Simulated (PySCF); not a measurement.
Task: Write Cartesian coordinates for InChI=1S/C5H3F3/c6-1-4-2(7)5(1,4)3(4)8/h1-3H/t1-,2-,3-,4?,5? as optimised with PBE0-D3(BJ)/def2-SVP.

Result: 
```xyz
11
C5H3F3 angstrom
F     -1.832   -0.406    1.344
C     -0.540   -0.548    1.016
C     -0.181   -0.645   -0.444
C     -0.694    0.731   -0.780
F     -0.207    1.342   -1.868
C      0.185    0.641    0.441
C      1.241   -0.190   -0.241
F      2.046   -0.943    0.520
H      0.005   -1.184    1.717
H     -1.757    0.928   -0.625
H      1.760    0.251   -1.095
```

Any rigid rotation of these coordinates is as good. Atoms count from 1 in this order. Of the pairs four or more bonds apart, F8···H9 is among the closest relative to their van der Waals radii: 2.38 Å, 89 % of the sum of Bondi's values. All 3 C–F bonds measure 1.339 to 1.340 Å. The 3-membered ring C3–C6–C7 has internal angles of 57.9° to 64.3°. The 3-membered ring C3–C4–C6 has internal angles of 57.9° to 64.3°.

Bonds between heavy atoms (Å): F1–C2 1.340, C2–C3 1.507, C3–C4 1.507, C4–F5 1.340, C4–C6 1.507, C6–C7 1.507, C7–F8 1.339, C2–C6 1.507, C3–C6 1.603, C3–C7 1.507.

Computed, not measured: PySCF, PBE0-D3(BJ)/def2-SVP geometry optimisation, gas phase.

Point group: C3h (tolerance 0.08 Å). PBE0-D3(BJ)/def2-SVP frequencies: not computed here.
